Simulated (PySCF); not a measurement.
## Two-component Hartree-Fock for Br (bromine, neutral)

Start: [Ar] 3d10 4s2 4p5; 4p1/2 filled at m_j = +1/2; 4p3/2 filled at m_j = -3/2, -1/2, +1/2, +3/2. Calculated with PySCF 2.14 in x2c-QZVPPall-2c: generalised Hartree-Fock with the X2C-1e Hamiltonian and a Gaussian nucleus; one run each with spin-orbit coupling (SO) screened by Boettger's factors, then bare. This is a chosen level, not necessarily the ground level.

```json
{"spinor shell": "1s1/2", "electrons": "2", "ε, screened SO (eV)": "-13557.4", "ε, bare SO (eV)": "-13557.4", "weight of nominal j (bare SO)": "1.000", "rms radius, bare SO (bohr)": "0.0492"}
{"spinor shell": "2s1/2", "electrons": "2", "ε, screened SO (eV)": "-1825.9", "ε, bare SO (eV)": "-1825.9", "weight of nominal j (bare SO)": "1.000", "rms radius, bare SO (bohr)": "0.205"}
{"spinor shell": "2p1/2", "electrons": "2", "ε, screened SO (eV)": "-1637.9", "ε, bare SO (eV)": "-1640.0", "weight of nominal j (bare SO)": "1.000", "rms radius, bare SO (bohr)": "0.180"}
{"spinor shell": "2p3/2", "electrons": "4", "ε, screened SO (eV)": "-1589.6", "ε, bare SO (eV)": "-1588.7", "weight of nominal j (bare SO)": "1.000", "rms radius, bare SO (bohr)": "0.184"}
{"spinor shell": "3s1/2", "electrons": "2", "ε, screened SO (eV)": "-277.52", "ε, bare SO (eV)": "-277.53", "weight of nominal j (bare SO)": "1.000", "rms radius, bare SO (bohr)": "0.588"}
{"spinor shell": "3p1/2", "electrons": "2", "ε, screened SO (eV)": "-210.27", "ε, bare SO (eV)": "-210.59", "weight of nominal j (bare SO)": "1.000", "rms radius, bare SO (bohr)": "0.600"}
{"spinor shell": "3p3/2", "electrons": "4", "ε, screened SO (eV)": "-203.14", "ε, bare SO (eV)": "-203.01", "weight of nominal j (bare SO)": "1.000", "rms radius, bare SO (bohr)": "0.611"}
{"spinor shell": "3d3/2", "electrons": "4", "ε, screened SO (eV)": "-86.589", "ε, bare SO (eV)": "-86.876", "weight of nominal j (bare SO)": "1.000", "rms radius, bare SO (bohr)": "0.647"}
{"spinor shell": "3d5/2", "electrons": "6", "ε, screened SO (eV)": "-85.479", "ε, bare SO (eV)": "-85.299", "weight of nominal j (bare SO)": "1.000", "rms radius, bare SO (bohr)": "0.653"}
{"spinor shell": "4s1/2", "electrons": "2", "ε, screened SO (eV)": "-27.852", "ε, bare SO (eV)": "-27.856", "weight of nominal j (bare SO)": "0.999", "rms radius, bare SO (bohr)": "1.83"}
{"spinor shell": "4p1/2", "electrons": "1", "ε, screened SO (eV)": "-13.663", "ε, bare SO (eV)": "-13.693", "weight of nominal j (bare SO)": "0.974", "rms radius, bare SO (bohr)": "2.21"}
{"spinor shell": "4p3/2", "electrons": "4", "ε, screened SO (eV)": "-12.126", "ε, bare SO (eV)": "-12.119", "weight of nominal j (bare SO)": "0.980", "rms radius, bare SO (bohr)": "2.30"}
```

```tsv
quantity	screened SO	bare SO
E (hartree)	-2604.55896	-2604.57736
M_J	1/2	1/2
⟨J²⟩	0.927	0.912
⟨L²⟩	2.026	2.027
⟨S²⟩	0.763	0.764
```

Each row is a mean over spinors that exchange with the open shell spreads, by up to 2.141 eV (4s1/2).

⟨J²⟩ departs a little from M_J(M_J + 1) because the unrestricted spinors polarise the closed shells.
